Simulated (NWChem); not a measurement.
Species: formamidinium (CH5N2 cation); SMILES NC=[NH2+]

```xyz
8

N     -1.1744     0.0000     0.1820
C      0.0000     0.0000    -0.4179
N      1.1744     0.0000     0.1820
H     -1.2857     0.0000     1.2019
H     -2.0327     0.0000    -0.3766
H      0.0000     0.0000    -1.5215
H      1.2857     0.0000     1.2019
H      2.0327     0.0000    -0.3766
```
Atoms are numbered in this order, from 1.

Level: PBE-D3(BJ)/def2-SVP (NWChem), optimised geometry, unscaled harmonic frequencies. 

```json
[
 {"frequency (cm⁻¹)": "502", "IR intensity (km/mol)": "1.1"},
 {"frequency (cm⁻¹)": "534", "IR intensity (km/mol)": "0.0"},
 {"frequency (cm⁻¹)": "603", "IR intensity (km/mol)": "0.0"},
 {"frequency (cm⁻¹)": "617", "IR intensity (km/mol)": "430.0"},
 {"frequency (cm⁻¹)": "708", "IR intensity (km/mol)": "16.4"},
 {"frequency (cm⁻¹)": "986", "IR intensity (km/mol)": "1.6"},
 {"frequency (cm⁻¹)": "1039", "IR intensity (km/mol)": "20.6"},
 {"frequency (cm⁻¹)": "1090", "IR intensity (km/mol)": "6.3"},
 {"frequency (cm⁻¹)": "1348", "IR intensity (km/mol)": "34.4"},
 {"frequency (cm⁻¹)": "1359", "IR intensity (km/mol)": "3.8"},
 {"frequency (cm⁻¹)": "1525", "IR intensity (km/mol)": "38.9"},
 {"frequency (cm⁻¹)": "1601", "IR intensity (km/mol)": "36.6"},
 {"frequency (cm⁻¹)": "1765", "IR intensity (km/mol)": "337.3"},
 {"frequency (cm⁻¹)": "3141", "IR intensity (km/mol)": "9.3"},
 {"frequency (cm⁻¹)": "3459", "IR intensity (km/mol)": "314.3"},
 {"frequency (cm⁻¹)": "3474", "IR intensity (km/mol)": "43.6"},
 {"frequency (cm⁻¹)": "3581", "IR intensity (km/mol)": "111.8"},
 {"frequency (cm⁻¹)": "3582", "IR intensity (km/mol)": "206.0"}
]
```

```
Item                                                                               Result
-----------------------------------------------------------------------  ----------------
zero-point energy                                                           44.2 kcal/mol
thermal correction to the enthalpy at 298.15 K (with zero-point energy)     47.1 kcal/mol
heat capacity Cv                                                         12.6 cal/(mol K)
entropy at 298.15 K and 1 atm (symmetry number 2)                        60.3 cal/(mol K)
```

Rigid rotor and harmonic oscillator.
